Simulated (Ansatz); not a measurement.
Consider the atomization: `CCOB(O)O` → B• + 2 C• + 7 H• + 3 O•.

Isolated molecules relaxed with PBE0-D4/def2-TZVP in Ansatz; ΔE leaves out vibrations. CCSD(T)/CBS adds triple-zeta CCSD(T) − MP2 to the extrapolated MP2 energy (def2 sets, frozen cores). This one scheme is used for every species, atoms too. DFT in def2-TZVPP. B3LYP here is the variant with VWN-RPA as its local correlation; programs differ in this. Open shells (•) are unrestricted, without spin–orbit coupling. Spin–orbit coupling would lower the free atoms: a little for B, C, O. Each species was taken in one conformer, which may not be the lowest.

`CCOB(O)O`:

Z-matrix (Å, degrees):
```
C
C 1 1.507
H 1 1.092 2 110.2
H 1 1.092 2 110.8 3 119.9
H 1 1.092 2 110.7 3 -119.9
O 2 1.421 1 108.9 3 -179.8
H 2 1.095 1 110.8 3 -59.4
H 2 1.095 1 110.9 3 59.5
B 6 1.361 2 120.6 1 -177.6
O 9 1.366 6 120.7 2 0.1
O 9 1.369 6 119.6 2 -179.9
H 10 0.959 9 111.8 6 179.9
H 11 0.960 9 111.8 6 0.0
```

```json
{"level": "B3LYP-D4", "ΔE (kJ/mol)": "5483.9"}
{"level": "SCS-MP2/def2-TZVPP", "ΔE (kJ/mol)": "5436.0"}
{"level": "CCSD/def2-TZVPP", "ΔE (kJ/mol)": "5281.3"}
{"level": "HF/CBS(def2)", "ΔE (kJ/mol)": "4041.5"}
```

**Question.** What does CCSD(T)/CBS give? (An estimate is asked.)

**Answer.** Ansatz gave: +5493.8 kJ/mol. The listed levels differ from it by -9.9, -57.8, -212.5, -1452.3 kJ/mol.

Largest T1 diagnostic among the species: 0.014.

From PBE to PBE0 (25 % exact exchange), in def2-TZVPP and without D4, ΔE moves by −111.3 kJ/mol: exact exchange takes away binding that semilocal exchange gives to molecules. In def2-TZVPP, CCSD(T) changes the Hartree–Fock value by +1324.9 kJ/mol (the triples alone add +77.3 kJ/mol) and MP2 by +1454.9 kJ/mol; breaking electron pairs costs correlation energy, which Hartree–Fock lacks. The D4 term adds +32.8 kJ/mol with B3LYP and +17.3 kJ/mol with PBE0; it sums over pairs of atoms, weighted by their polarisabilities, and B3LYP, whose exchange is more repulsive, gets the larger term.

For atomizations the MP2-based limit and the directly extrapolated one differ by several kJ/mol either way, and by 10 to 25 for some Ge, Se and Sn compounds, so smaller differences from it don't rank the levels.
